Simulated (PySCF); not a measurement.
C₂H₂F₃, doublet, at the geometry optimised at the base level; PBE/3-21G, frequencies in PySCF.

PySCF was given this input:
```python
from pyscf import gto, scf, dft
from pyscf.hessian import thermo

mol = gto.M(
    atom='''
C     1.440134   -0.389111   -0.098065
C     0.022187   -0.002816   -0.011142
F    -0.746661   -0.706202   -0.926188
F    -0.143769    1.353789   -0.246236
F    -0.516737   -0.262322    1.252910
H     1.691929   -1.423606   -0.320310
H     2.198649    0.307780    0.251178
''',
    basis='3-21g',
    charge=0,
    spin=1,
    verbose=3,
)

mf = dft.UKS(mol)
mf.xc = 'pbe'
mf.kernel()
hess = mf.Hessian().kernel()
freq = thermo.harmonic_analysis(mf.mol, hess)
print('frequencies / cm-1', freq['freq_wavenumber'].round(1))
th = thermo.thermo(mf, freq['freq_au'], 600, 101325)
thermo.dump_thermo(mf.mol, th)
```

It wrote (shortened):

```
converged SCF energy = -374.446386082035  <S^2> = 0.75284785  2S+1 = 2.0028458
frequencies / cm-1 [ 157.   306.7  337.3  483.6  487.4  551.4  631.7  813.8  934.1 1092.1
 1239.9 1246.5 1447.4 3144.5 3265. ]
temperature 600.0000 [K]
pressure 101325.00 [Pa]
Rotational constants [GHz] 5.29034 5.20416 5.13921
Symmetry number 1
Zero-point energy (ZPE) 0.03677 [Eh]   96529.660 [J/mol]
                           tot       elec      trans        rot        vib
Entropy [J/mol/K]       377.719      5.763    178.398    114.296     79.262
Cv [J/mol/K]            106.552      0.000     12.472     12.472     81.609
Cp [J/mol/K]            114.867      0.000     20.786     12.472     81.609
Internal energy [J/mol]                      7483.014   7483.014 123204.803
Internal energy [Eh]   -374.39376  -374.44639
Enthalpy [J/mol]                            12471.690   7483.014 123204.803
Enthalpy [Eh]          -374.39186
Gibbs free energy [J/mol]                  -94566.906 -61094.848  75647.706
Gibbs free energy [Eh] -374.47818
```
